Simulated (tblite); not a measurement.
C₃H₁₀GeO.
Atom-mapped SMILES: `[CH3:1][C@@H:2]([GeH3:3])[CH2:4][OH:5]` (hydrogens: H6, H7, H8 on C1; H9 on C2; H10, H11, H12 on Ge3; H13, H14 on C4; H15 on O5)

Computed with GFN2-xTB (tblite), gas phase: L-BFGS steps from a force-field or distance-geometry start until the largest atomic force falls under 0.01 eV/Å.

Geometry at step 160:
```
atom  x, y, z in Å
C1     -1.1869   -1.2000   -0.1657
C2     -0.1873   -0.2931    0.5362
Ge3     1.5991   -0.4804   -0.3034
C4     -0.5662    1.1788    0.4220
O5      0.1186    1.7269   -0.6957
H6     -1.2038   -0.9928   -1.2360
H7     -0.9033   -2.2414   -0.0174
H8     -2.1929   -1.0707    0.2345
H9     -0.1559   -0.5585    1.5971
H10     1.5111   -0.3931   -1.7793
H11     2.5787    0.5198    0.2178
H12     2.1417   -1.8413    0.0334
H13    -1.6506    1.2999    0.2861
H14    -0.2928    1.7032    1.3392
H15     0.3862    2.6506   -0.4907
```

Task: What forces act on the atoms?

Result: 
| atom | Fx (eV/Å) | Fy (eV/Å) | Fz (eV/Å) |
| --- | --- | --- | --- |
| C1 | -0.032 | -0.094 | 0.002 |
| C2 | -0.134 | 0.048 | 0.038 |
| Ge3 | 0.041 | -0.031 | 0.049 |
| C4 | -0.085 | 0.040 | -0.037 |
| O5 | 0.287 | 0.857 | 0.395 |
| H6 | -0.023 | 0.008 | 0.088 |
| H7 | 0.026 | -0.020 | -0.072 |
| H8 | 0.009 | 0.045 | -0.014 |
| H9 | -0.006 | -0.046 | -0.025 |
| H10 | 0.054 | -0.005 | -0.097 |
| H11 | 0.042 | 0.004 | 0.002 |
| H12 | 0.035 | -0.016 | -0.004 |
| H13 | 0.019 | 0.012 | -0.067 |
| H14 | 0.116 | 0.064 | 0.059 |
| H15 | -0.349 | -0.867 | -0.317 |

The largest, 0.99 eV/Å, acts on H15 (O5 within 3 % of it); the rms over all components is 0.214 eV/Å. The forces sum to zero within rounding, as they must for an isolated molecule in no field.

Task: Give the force on H15 in Eh/bohr and in nN.

Result: 0.987 eV/Å ÷ 51.422 = 0.01919 Eh/bohr, and 0.987 eV/Å × 1.602 = 1.58 nN.

Task: How far is this geometry from the end of the optimisation?

Result: 0.078 eV above it, and 0.194 Å rms away after alignment. The bonds farthest from their final lengths, with half the difference of the two atoms' forces along the bond (positive lengthens):

| bond | now (Å) | final (Å) | force along bond (eV/Å) |
| --- | --- | --- | --- |
| O5–H15 | 0.983 | 0.962 | -0.97 |
| C2–Ge3 | 1.983 | 1.991 | +0.08 |
| C4–O5 | 1.421 | 1.413 | +0.08 |
| C4–H14 | 1.091 | 1.099 | +0.07 |
| Ge3–H10 | 1.481 | 1.488 | +0.07 |
| C2–C4 | 1.524 | 1.520 | -0.01 |

The angle farthest from its final value is C2–C4–O5, 108.2° against 106.1°.

What follows is the cost of the whole relaxation. Time: 0.5 s of wall time. Hardware: AMD EPYC 9R45, one thread, no GPU, on a shared host.
